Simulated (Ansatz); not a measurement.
Ru3H6 was relaxed with PBE0-D4 (def2-SVP) in Ansatz in these states: neutral quintet, neutral singlet. The geometries follow in no particular order.

In the def2 sets Ru takes a core potential; there is no spin–orbit coupling.

A:

```csv
atom,x (Å),y (Å),z (Å)
Ru1,0.9844,-0.4688,-0.8259
Ru2,-1.2083,0.3780,-0.5207
Ru3,0.2231,0.0927,1.3472
H4,0.7518,-1.3959,1.3685
H5,0.7901,0.7762,-1.7789
H6,-1.1265,1.7442,0.2684
H7,1.5807,0.8537,1.0757
H8,-0.0382,-1.4746,-1.4877
H9,-1.9572,-0.5055,0.5535
```

B:

```csv
atom,x (Å),y (Å),z (Å)
Ru1,-0.933,0.792,-0.790
Ru2,1.269,0.402,0.140
Ru3,-0.460,-0.877,1.013
H4,-1.926,-0.521,0.278
H5,-0.755,-0.159,-2.012
H6,1.537,-0.690,1.412
H7,-0.308,-1.989,-0.059
H8,0.522,1.577,-1.239
H9,1.054,1.466,1.257
```

Q: Judge from the bond lengths which geometry belongs to which state (an estimate).

A: A is the neutral singlet (Ru1–H8 1.580 Å, Ru1–Ru3 2.370 Å, Ru2–H6 1.580 Å); B is the neutral quintet (Ru1–H8 1.714 Å, Ru1–Ru3 2.502 Å, Ru2–H6 1.697 Å).

At PBE0-D4/def2-SVP the charge 0 quintet is spin-contaminated (final ⟨S²⟩ up to 6.13, 6.00 for a pure state). At PBE0-D4/def2-TZVP a quintet lies 0.09 eV below the neutral singlet. These are the stationary points nearest to one start from a short search; other shapes may lie lower in each state.
